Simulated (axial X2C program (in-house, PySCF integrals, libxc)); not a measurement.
# Nuclear properties of ScTe

Calculated with an axial X2C code built on PySCF integrals: two-component X2C with atomic mean-field Coulomb and Gaunt terms, Gaussian nuclei, basis Te dyall-cv3z, Sc dyall-cv3z with contracted cores.

R = 2.482 Å (near the PBE0 minimum at charge 0 of the determinant lowest at the starting distance; the state shown can have its own minimum elsewhere).

Determinant lowest in the PBE0 search, Ω = 1/2 (⟨Sz⟩ = 0.50, ⟨Lz⟩ = 0.00 at PBE0), spin on the atoms Te -0.06, Sc 0.56:

```json
{"level": "PBE0", "Eeff magnitude (GV/cm)": "0.731", "Ws magnitude Te (kHz)": "0.438", "Ws magnitude Sc (kHz)": "0.195", "A∥/gI Te (MHz)": "110", "qzz Te (a.u.)": "-0.35", "A∥/gI Sc (MHz)": "1020", "qzz Sc (a.u.)": "-0.85", "μ (D)": "6.26"}
{"level": "HF", "Eeff magnitude (GV/cm)": "0.0801", "Ws magnitude Te (kHz)": "0.415", "Ws magnitude Sc (kHz)": "0.27", "A∥/gI Te (MHz)": "64.7", "qzz Te (a.u.)": "3.22", "A∥/gI Sc (MHz)": "1120", "qzz Sc (a.u.)": "-0.86", "μ (D)": "6.11"}
{"level": "BHandHLYP", "Eeff magnitude (GV/cm)": "0.187", "Ws magnitude Te (kHz)": "0.176", "Ws magnitude Sc (kHz)": "0.179", "A∥/gI Te (MHz)": "22.3", "qzz Te (a.u.)": "0.99", "A∥/gI Sc (MHz)": "1000", "qzz Sc (a.u.)": "-0.77", "μ (D)": "7.28"}
{"level": "LDA", "Eeff magnitude (GV/cm)": "1.23", "Ws magnitude Te (kHz)": "1.06", "Ws magnitude Sc (kHz)": "0.194", "A∥/gI Te (MHz)": "184", "qzz Te (a.u.)": "-0.99", "A∥/gI Sc (MHz)": "1110", "qzz Sc (a.u.)": "-0.96", "μ (D)": "5.24"}
{"level": "PBE50", "Eeff magnitude (GV/cm)": "0.0458", "Ws magnitude Te (kHz)": "0.356", "Ws magnitude Sc (kHz)": "0.173", "A∥/gI Te (MHz)": "49.3", "qzz Te (a.u.)": "0.51", "A∥/gI Sc (MHz)": "1010", "qzz Sc (a.u.)": "-0.76", "μ (D)": "7.49"}
```

Determinant 0.64 eV from it at PBE0 and this distance, Ω = 3/2 (⟨Sz⟩ = -0.51, ⟨Lz⟩ = 2.01 at PBE0), spin on the atoms Te 0.07, Sc -0.58:

```tsv
level	Eeff magnitude (GV/cm)	Ws magnitude Te (kHz)	A∥/gI Te (MHz)	qzz Te (a.u.)	A∥/gI Sc (MHz)	qzz Sc (a.u.)	μ (D)
PBE0	0.258	0.122	-22.3	0.86	178	0.38	8.57
BHandHLYP	0.185	0.0902	-15.1	1.37	215	0.51	9.19
LDA	0.132	0.0675	-9.05	0.82	157	0.22	7.31
PBE50	0.353	0.161	-23	0.75	191	0.46	9.68
```

Eeff is the effective electric field on the electron electric dipole moment in this Ω state and Ws the scalar–pseudoscalar constant of the nucleus named (defined with the proton number Z and per Ω); A∥ (defined per Ω) follows by multiplying with gI = μI/(I μN); qzz is the electric field gradient, eQq0 = 234.96 MHz × Q/barn × qzz; μ is positive if the Sc end (last atom) is positive. The operators were transformed with the bare-nucleus X2C matrices; with these basis sets, hyperfine constants and field gradients can be off by tens of per cent, and where levels differ in sign neither size nor sign is settled.

Q: With gI(45Sc) = 1.3590, Q(45Sc) = -0.22 barn (g factors from the IAEA table of nuclear moments by Stone; Q from Pyykkö, Mol. Phys. 2018), turn the PBE0 values of the first state into constants in MHz.

A: A∥(45Sc) = 1020 × 1.3590 = 1390 MHz; eQq0(45Sc) = 234.96 × (-0.22) × (-0.85) = 43.9 MHz.

Each state is one determinant with collinear spin. Unrestricted Hartree–Fock can overshoot spin polarisation at the nuclei. Where Eeff spreads by more than a factor of two the levels disagree and none is to be relied on. Left out as unconverged or as another state under the same occupation: HF in at least one table. The search compared states at one distance, so a state with another bond length can lie lower. The sign of Ws at Te differs between levels in the first state. Further determinants of the search, some of them spin-mixed, are not shown. Where a field gradient or hyperfine factor spreads by more than a factor of two over the levels, a constant derived from it is not to be relied on. PBE0 term energies can be off by some tenths of an eV.
